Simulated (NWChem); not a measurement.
Everything below was run with NWChem. System: H3B3O3, charge 1, spin multiplicity 2, at the geometry of a parent with another charge or spin, in a state set for the comparison that need not be this species' ground state. Its SCF solution wasn't tested for a lower state. Level: UMP2/def2-SVP, 6 core orbitals frozen.

The NWChem input:

```
start mol
memory heap 200 mb stack 900 mb global 1100 mb
charge 1
geometry units angstroms nocenter noautoz
  B      0.000000     0.000000     1.380787
  O     -1.184543     0.000000     0.683903
  B     -1.195742     0.000000    -0.690380
  O      0.000000     0.000000    -1.367832
  B      1.195742     0.000000    -0.690380
  O      1.184543     0.000000     0.683903
  H      0.000000     0.000000     2.580471
  H     -2.234712     0.000000    -1.290202
  H      2.234712     0.000000    -1.290202
  symmetry group C2v
end
basis spherical
  * library def2-svp
end
scf
  uhf
  nopen 1
  maxiter 100
  thresh 1e-7
  semidirect memsize 60000000 filesize 0
  # guess.movecs holds the orbitals of an unrestricted PBE0 run
  vectors input guess.movecs output mol.movecs
end
mp2
  freeze core 6
end
task mp2 energy
```

Output (cleaned and shortened):

```
             Northwest Computational Chemistry Package (NWChem) 7.3.0
             --------------------------------------------------------

                                NWChem Input Module
                                -------------------

 Scaling coordinates for geometry "geometry" by  1.889725989
 (inverse scale =  0.529177249)

 Turning off AUTOSYM since
 SYMMETRY directive was detected!

                             Geometry "geometry" -> ""
                             -------------------------

 Output coordinates in angstroms (scale by  1.889725989 to convert to a.u.)

  No.       Tag          Charge          X              Y              Z
 ---- ---------------- ---------- -------------- -------------- --------------
    1 B                    5.0000     0.00000000     0.00000000     1.38078700
    2 O                    8.0000    -1.18454300     0.00000000     0.68390300
    3 B                    5.0000    -1.19574200     0.00000000    -0.69038000
    4 O                    8.0000     0.00000000     0.00000000    -1.36783200
    5 B                    5.0000     1.19574200     0.00000000    -0.69038000
    6 O                    8.0000     1.18454300     0.00000000     0.68390300
    7 H                    1.0000     0.00000000     0.00000000     2.58047100
    8 H                    1.0000    -2.23471200     0.00000000    -1.29020200
    9 H                    1.0000     2.23471200     0.00000000    -1.29020200

 Effective nuclear repulsion energy (a.u.)     201.1021073435

            Nuclear Dipole moment (a.u.)
            ----------------------------
        X                 Y               Z
 ---------------- ---------------- ----------------
     0.0000000000     0.0000000000    -0.0000113384

      Symmetry information
      --------------------

 Group name             C2v
 Group number             16
 Group order               4
 No. of unique centers     6

      Symmetry unique atoms

     1    2    3    4    7    8


 Summary of "ao basis" -> "" (spherical)
 ------------------------------------------------------------------------------
[...]
  AO/Fock/Back tols     =   1.0D-09  1.0D-09  1.0D-09

 GA uses MA = F    GA memory limited = T

 Available:
  local mem=  1.26D+08
 global mem=  1.44D+08
 local disk=  0.00D+00
  mp2_memr nvloc                    78
  nvloc new                    78
   1 passes of  15:        3145728                      49829                  19445389.
   1 passes of  15: M    126140843           G      144159598           F     122995115.

 Semi-direct pass number   1 of   1  for UHF alpha       at        1.4s
  vrange nnbf                  4884
  mp2_eaftype                    74  avail_ma_in_mb                  1099
 EAF : mp2_eaftype filesize          74    9722694.
  mp2_eaf for mointskh                     74
Node 0 wrote     45.7 Mb in      0.0 s     Agg I/O rate:  5342.8 Mb/s
 Done moints_semi at        2.7s
  mp2_eaftype                    74  avail_ma_in_mb                  1025
 EAF : mp2_eaftype filesize          74    9722694.
  mp2_eaf for kh                    74
 Done maket at        2.8s
 Done multipass loop at        2.8s

 GA uses MA = F    GA memory limited = T

 Available:
  local mem=  1.26D+08
 global mem=  1.44D+08
 local disk=  0.00D+00
  mp2_memr nvloc                    79
  nvloc new                    79
   1 passes of  14:        3145728                      48197                  18382630.
   1 passes of  14: M    126140843           G      144159598           F     122995115.

 Semi-direct pass number   1 of   1  for UHF beta        at        2.8s
  vrange nnbf                  4884
  mp2_eaftype                    70  avail_ma_in_mb                  1099
 EAF : mp2_eaftype filesize          70    9191315.
  mp2_eaf for mointskh                     70
Node 0 wrote     43.2 Mb in      0.0 s     Agg I/O rate:  7443.6 Mb/s
 Done moints_semi at        4.0s
  mp2_eaftype                    70  avail_ma_in_mb                  1029
 EAF : mp2_eaftype filesize          70    9191315.
  mp2_eaf for kh                    70
 Done maket at        4.1s
 Done multipass loop at        4.1s

          -------------------------------------------
          SCF energy                -300.012138871679
          Correlation energy          -0.761438403194
          Singlet pairs                0.000000000000
          Triplet pairs                0.000000000000
          Total MP2 energy          -300.773577274872
          -------------------------------------------

          ---------------------------------------------------
                    Spin Component Scaled (SCS) MP2
          Same spin pairs                     -0.202953574565
          Same spin scaling factor             0.333333333333
          Opposite spin pairs                 -0.558484828628
          Opposite spin scaling fact.          1.200000000000
          SCS-MP2 correlation energy          -0.737832985876
          Total SCS-MP2 energy              -300.749971857554
          ---------------------------------------------------

 -----------------------
 Performance information
 -----------------------

 Timer overhead =  1.20D-07 seconds/call

               Nr. of calls         CPU time (s)                 Wall time (s)                GFlops
             ---------------    -------------------     ------------------------------   -------------------
Name         Min   Avg   Max    Min     Avg     Max     Min     Avg     Max   Mx/calls   Min     Max     Sum
mp2: moin     2     2     2    2.4     2.4     2.4      2.4     2.4     2.4     1.2      0.0     0.0     0.0
mp2: make     2     2     2   0.23    0.23    0.23     0.23    0.23    0.23    0.12      0.0     0.0     0.0
mp2: tota     1     1     1    2.7     2.7     2.7      2.7     2.7     2.7     2.7      0.0     0.0     0.0

 The average no. of pstat calls per process was 5.00D+00
 with a timing overhead of 6.01D-07s

 Task  times  cpu:        4.1s     wall:        4.1s

 Total times  cpu:        4.1s     wall:        4.1s
```
